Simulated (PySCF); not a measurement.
## Core-level binding energies of `Cl[Si](Cl)(Cl)Cl`

Compound: SiCl4.
Z-matrix (Å and degrees, PBE0-D3(BJ)/def2-SVP geometry), rows numbered from 1:
```
Si
Cl  1  2.0351
Cl  1  2.0339  2  109.40
Cl  1  2.0354  2  109.61  3  -119.95
Cl  1  2.0351  2  109.66  3   119.85
```

Level of theory: delta-SCF UKS SCAN, pcX-2 on the ionised atom, pcseg-1 elsewhere, spin-free X2C (PySCF). Binding energies are ΔSCF values: E(core-ionised, relaxed orbitals) − E(ground state) at a fixed geometry, referred to the vacuum level.

Task: List the computed XPS lines with their assignment.

Result: 
| atom(s) | environment | level | binding energy (eV) | 2p1/2 (eV) | count |
| --- | --- | --- | --- | --- | --- |
| Cl2/Cl3/Cl4/Cl5 | chlorine bonded to Si | Cl 1s | 2829.59 | – | 4 |
| Si1 | silicon bonded to 4 Cl | Si 1s | 1850.68 | – | 1 |
| Cl2/Cl3/Cl4/Cl5 | chlorine bonded to Si | Cl 2p3/2 | 206.99 | 208.64 | 4 |
| Si1 | silicon bonded to 4 Cl | Si 2p3/2 | 110.46 | 111.09 | 1 |

Task: Express the binding energy of Cl 2p3/2 of Cl2/Cl3/Cl4/Cl5 in atomic units and per mole.

Result: 206.99 eV = 7.6067 Eh = 19971 kJ/mol.

Atoms equivalent by their bonding share one computed value, that of the first of them. The 2p values aren't plain energy differences: one relaxed spin-free 2p hole is combined with a matrix within the shell (ground-state 2p orbital-energy differences and spin–orbit coupling). 2p3/2, the mean of its two sublevels, lies a third of the splitting below the shell's mean and 2p1/2 two thirds above it; the statistical areas are 2:1. 2p1/2 minus 2p3/2 (ligand field included): Si 0.62 eV, Cl 1.65 eV. Geometry: PBE0-D3(BJ)/def2-SVP; no solvent, vibrations or thermal averaging.
